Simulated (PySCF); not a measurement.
Multinuclear NMR of C$_{3}$H$_{10}$OSi$_{3}$

Structure with atom numbers: `[CH3:1][C:2]1=[CH:3][O:4][SiH2:5][Si@H:6]1[SiH3:7]`; H(Xn) means a hydrogen on atom n. Ha(Si5) is cis to Si7 on the ring; Hb(Si5) is trans to Si7 on the ring.

- shieldings: GIAO PBE0/pcSseg-1
- GFN2-xTB structure
- run in PySCF 2.14.0 with density-fitted response routines
- in vacuum, rapidly exchanging positions averaged, non-relativistic, a single conformation

Question: Predict the ²⁹Si NMR data.

Answer: 
| atoms | environment | σ (ppm) | δ (ppm) |
| --- | --- | --- | --- |
| Si5 | silicon bonded to O, Si, 2 H, in a 5-membered ring | 359.2 | -15.3 |
| Si6 | silicon bonded to C, 2 Si, H, in a 5-membered ring | 432.3 | -75.3 |
| Si7 | silicon bonded to Si, 3 H | 466.3 | -103.3 |

Shieldings were converted by a linear fit to measured shifts: ²⁹Si (scatter 8.9 ppm rms, 25.8 ppm with the 6 outliers that the fit left out vs TMS, solution or neat liquid). A few per cent of atoms miss by over 2 rms, more outside the fitted compound classes.

On a 400 MHz spectrometer ²⁹Si resonates near 79.5 MHz, so 1 ppm is 79.5 Hz.

Question: What are the ¹⁷O shifts?

Answer: 
```json
{"atoms": "O4", "environment": "oxygen bonded to C, Si, in a 5-membered ring", "σ (ppm)": "222.4", "δ (ppm)": "64.1"}
```

Shieldings were converted by a linear fit to measured shifts: ¹⁷O (scatter 10.7 ppm rms, 12.2 ppm with the 3 outliers that the fit left out vs liquid water, solution or neat liquid). A few per cent of atoms miss by over 2 rms, more outside the fitted compound classes.

On a 400 MHz spectrometer ¹⁷O resonates near 54.2 MHz, so 1 ppm is 54.2 Hz.
